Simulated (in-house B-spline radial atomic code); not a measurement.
# Binding energies in Nb III (Nb2+)

NIST's tabulated ground configuration is [Kr] 4d3; each binding energy is the energy of the ion with one electron taken from that subshell, relaxed, less that of the parent. All numbers are computed (Dirac-Hartree-Fock, average of configuration; Fermi nucleus of rms radius 4.324 fm) with a B-spline radial code for spherical atoms, not measured. Energies include first-order Breit, QED and recoil terms.

```tsv
subshell	X-ray name	binding energy (eV)	-ε (eV)	relaxation (eV)
1s	K	19011	19118.2	56.9
2s	L1	2729.3	2762.9	28.9
2p1/2	L2	2491.6	2527.9	31.7
2p3/2	L3	2397.3	2431.5	31.0
3s	M1	497.1	507.9	10.1
3p1/2	M2	407	417.9	10.3
3p3/2	M3	391.3	401.7	10.1
4s	N1	88.06	90.37	2.21
4p1/2	N2	60.52	62.48	1.90
4p3/2	N3	58.38	60.22	1.80
4d	N4,5	23.41	24.17	0.76
```

Relaxation = -ε minus the binding energy without Breit, QED and recoil terms.

Emission lines follow as differences of binding energies, with λ = 12398.42 eV·Å / E:

| line | holes | energy (eV) | wavelength (Å) |
| --- | --- | --- | --- |
| K-L3 | 1s → 2p3/2 | 16613.7 | 0.74628 |
| K-L2 | 1s → 2p1/2 | 16519.4 | 0.75054 |
| K-M3 | 1s → 3p3/2 | 18619.7 | 0.66588 |
| L1-M3 | 2s → 3p3/2 | 2338.0 | 5.303 |
| L3-M1 | 2p3/2 → 3s | 1900.2 | 6.5248 |

Question: What screening constant σ does Moseley's law, E = (3/4)·13.6057 eV·(Z - σ)², need for K-L3?

Answer: σ = 0.65.

Moseley's non-relativistic formula needs a falling, then negative, screening constant for heavy elements, because relativity binds the 1s electron more strongly than the formula allows.

Question: What does it cost to remove both a 2p3/2 and a 2p1/2 electron?

Answer: 5001.4 eV, which is 112.5 eV more than the two single binding energies together.

Question: What does it cost to remove both a 2s and a 3p3/2 electron?

Answer: 3162.9 eV, which is 42.35 eV more than the two single binding energies together.

Question: What does it cost to remove both a 2p1/2 and a 3s electron?

Answer: 3031.4 eV, which is 42.7 eV more than the two single binding energies together.
